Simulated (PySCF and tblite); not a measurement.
Results of a calculation; reference values are marked as such.
**Conformers and averaged properties: C₆H₈ClFO, numbered as in [CH3:1][C@H:2]1[CH2:3][O:4][CH:5]=[C:6]([Cl:7])[C@@H:8]1[F:9]**

Level: PBE0-D3(BJ)/pcSseg-1//GFN2-xTB, thermal terms from GFN2-xTB, symmetry numbers and mirror pairs counted. Conformers within 2.5 kcal/mol (GFN2-xTB free energy) were kept, 4 at most. GIAO shieldings: PBE0/pcSseg-1. Shifts are against TMS (¹H), TMS (¹³C), CFCl3 (¹⁹F) at the same level; of two unlike H on one atom, a is the less shielded. Codes: tblite and PySCF.

The 6-ring runs over atoms 2–3–4–5–6–8.

```json
{"conformer": "1", "shape": "6-ring half-chair (ring torsions 42, -10, -2, -19, 46, -61°)", "symmetry": "C1", "E(GFN2) kcal/mol": "0.00", "E(DFT) kcal/mol": "0.00", "G(298.15 K) kcal/mol": "0.00", "weight %": "98.1", "dipole D": "2.74"}
{"conformer": "2", "shape": "6-ring half-chair (ring torsions -43, 10, 4, 15, -44, 60°)", "symmetry": "C1", "E(GFN2) kcal/mol": "1.68", "E(DFT) kcal/mol": "2.47", "G(298.15 K) kcal/mol": "2.33", "weight %": "1.9", "dipole D": "3.08"}
```

Weights (%) against temperature:

```csv
T (K),1,2,S(mix) cal/mol/K
250,99.1,0.9,0.10
298.15,98.1,1.9,0.19
350,96.6,3.4,0.30
```

Averaged shifts at 298.15 K. ¹H: 6.87 (H5, 1H), 4.69 (H8, 1H), 4.28 (H3a, 1H), 3.98 (H3b, 1H), 1.92 (H2, 1H), 0.96 (H1, 3H) ppm. ¹³C: 153.7 (C5), 117.8 (C6), 93.1 (C8), 67.4 (C3), 37.4 (C2), 15.0 (C1) ppm. ¹⁹F: -175.3 (F9) ppm.

Coordinates of conformer 1 (Å):

```xyz
17

C    -1.624   -0.193    0.689
C    -0.768    0.002   -0.558
C    -0.093    1.375   -0.583
O     0.797    1.572    0.503
C     1.574    0.521    0.817
C     1.435   -0.707    0.314
Cl    2.498   -1.982    0.801
C     0.340   -1.055   -0.646
F     0.821   -1.082   -1.950
H    -2.404    0.564    0.725
H    -2.095   -1.173    0.679
H    -1.020   -0.109    1.589
H    -1.392   -0.086   -1.452
H     0.467    1.479   -1.522
H    -0.826    2.180   -0.511
H     2.325    0.772    1.550
H    -0.042   -2.064   -0.456
```

Unscaled ¹⁹F shifts at such levels can be off by tens of ppm; differences between conformers or isomers are more reliable. Shifts are unscaled: against experiment ¹³C can be off by 15 ppm or more and ¹H by 0.8 ppm.

Search and properties took 2.8 min on 1 thread of Intel Xeon @ 2.50GHz (shared host) (rough), launched as `OMP_NUM_THREADS=1 python ens_run.py task.json out`.


Conformer gaps in pcSseg-1 on xTB geometries can be 2 kcal/mol off for S=O, P=O and other polar bonds.